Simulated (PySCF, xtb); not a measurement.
O2Si2, SMILES o1[si]2=[si]1o2.

Harmonic wavenumbers (cm⁻¹) from GFN2-xTB in xtb 6.7.1 at its own minimum, in rising order: 222, 321, 498, 666, 765, 826.

Q: What does B3LYP-D3(BJ)/def2-SVP (PySCF) give at its own minimum? (Estimate from the structure and the level; the computed values follow.)

A: 208, 528, 547, 768, 807, 842. Paired by order, the mean absolute difference is 72 cm⁻¹ and the zero-point energies are 4.7 and 5.3 kcal/mol.
